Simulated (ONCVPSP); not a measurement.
Plane-wave convergence, ONCV potential for Ni

* Element: nickel
* Generator: ONCVPSP 4.0.1
* Type: optimised norm-conserving Vanderbilt (ONCV)
* Functional: PBE
* Relativity: scalar-relativistic
* Frozen core: [Ne] 3s2
* Valence charge: 16
* Reference configuration: 3p6 3d8 4s2
* Partial waves: 4s: rc 1.80 bohr, ncon 4, nbas 8, qcut 2.9 1/bohr, 1 projector; 3p: rc 0.90 bohr, ncon 3, nbas 8, qcut 16.5 1/bohr, 2 projectors, debl 2.9 Ha; 3d: rc 1.35 bohr, ncon 4, nbas 9, qcut 13.8 1/bohr, 3 projectors, debl 1.2 Ha
* Local potential: polynomial inside 0.65 bohr (lpopt 2, dvloc0 3 Ha)
* Core correction: Teter function, fcfact 5.25, rcfact 1.1

Question: For each optimised wave give the share of its norm inside rc, the residual kinetic energy above qcut (Ha) and the cutoffs (Ha) for errors of 10, 1, 0.1 and 0.01 mHa per electron.

Answer:

| wave | norm inside rc | residual KE | 10 mHa | 1 mHa | 0.1 mHa | 0.01 mHa |
| --- | --- | --- | --- | --- | --- | --- |
| 4s | 0.171 | 2.7e-03 | 3.0 | 5.7 | 21.8 | 42.7 |
| 3p | 0.703 | 5.3e-08 | 31.5 | 74.2 | 94.7 | 109.8 |
| p projector 2 | 0.043 | 7.0e-09 | 23.6 | 34.4 | 78.7 | 98.3 |
| 3d | 0.785 | 2.9e-07 | 54.1 | 64.8 | 73.7 | 81.0 |
| d projector 2 | 0.103 | 2.5e-08 | 49.2 | 61.8 | 72.0 | 80.1 |
| d projector 3 | 0.075 | 8.3e-08 | 50.8 | 63.9 | 74.4 | 82.7 |

The occupied waves need 74 Ha and 95 Ha for 1 and 0.1 mHa. Note: ghosts flagged at negative energy: s at -151.8 eV; no localised positive-energy state flagged. A true bound ghost makes a file unfit for plane-wave use.
